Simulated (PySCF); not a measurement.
Excitations are Tamm–Dancoff values on a coarser integration grid. The basis has no diffuse functions, so Rydberg states are missing or too high.

Z-matrix (Å, degrees):
```
Si
C 1 1.6974
H 2 1.0833 1 122.97
H 2 1.0841 3 116.28 1 -179.99
H 1 1.4762 2 125.49 3 -0.01
C 1 1.9053 5 116.43 2 179.97
O 6 1.1999 1 123.93 5 179.94
O 6 1.3459 7 123.19 1 -179.98
H 8 0.9711 6 107.18 7 0.01
```
Charge 0, spin multiplicity 1.

Q: Give the S1 excitation (TDA), S1–T1 gap (TDA), brightest of the four lowest singlets (TDA), total energy and HOMO–LUMO gap at the level ωB97X-D3(BJ)/def2-TZVP // PBE0-D3(BJ)/def2-TZVP (PySCF).

A: 
| Quantity | Result |
|---|---|
| S1 excitation (TDA) | 4.80 eV |
| S1–T1 gap (TDA) | 2.28 eV |
| brightest of the four lowest singlets (TDA) | 5.13 eV |
| total energy | -518.6977 Ha |
| HOMO–LUMO gap | 9.11 eV |
